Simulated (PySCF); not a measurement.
ScCl (singlet state).
Atom-mapped SMILES: `[Cl:1][Sc:2]`

All values: PBE0/def2-SVPD (PySCF, non-relativistic), on one gas-phase PBE0-D3(BJ)/def2-SVP geometry that isn't relaxed in the solvent. The solvent is an IEF-PCM continuum (van der Waals radii × 1.2). Only the electrostatic response of the medium enters.

Gas phase at PBE0/def2-SVPD: HOMO -4.98 eV, LUMO -2.57 eV, dipole 2.90 D.

Q: What does the continuum do to the energy, the frontier levels and the dipole at PBE0/def2-SVPD in acetone and acetonitrile?

A: 
```csv
solvent,ε,E(solvent) − E(gas) (kcal/mol),polarisation term (kcal/mol),distortion of the solute (kcal/mol),HOMO (eV),LUMO (eV),dipole (D)
acetone,20.49,-6.75,-10.72,3.97,-4.28,-1.79,5.84
acetonitrile,35.69,-7.07,-11.37,4.30,-4.27,-1.77,5.96
```

The first energy column is the sum of the next two and covers electrostatics alone. From acetone to acetonitrile the lowering changes by a factor 1.05, Onsager's factor (ε − 1)/(2ε + 1) by 1.03 and ε itself by 1.7.

Q: Which radius a makes the point-dipole formula ΔE = −[(ε − 1)/(2ε + 1)]·μ²/a³ give the value in acetonitrile, with the gas-phase dipole?

A: μ = 1.140 au and |ΔE| = 0.01126 Eh give a = 2.02 Å; the farthest nucleus lies 1.10 Å from the centroid of the nuclei. The formula assumes a rigid point dipole at the centre of a sphere.

Q: How does the static polarisability (PBE0/def2-SVPD, frozen core, with the continuum's full static response) change?

A: 
| medium | isotropic (au) | principal values (au) | ⟨r²⟩ of the electrons (bohr²) |
| --- | --- | --- | --- |
| gas | 117.7 | 115.3, 115.3, 122.7 | 236.7 |
| acetone | 234.4 | 146.3, 278.4, 278.4 | 233.7 |
| acetonitrile | 242.0 | 145.1, 290.5, 290.5 | 233.6 |

The isotropic value in acetonitrile is 2.06 times the gas-phase one; no cavity-field correction is applied. ⟨r²⟩ is taken about the centre of nuclear charge.
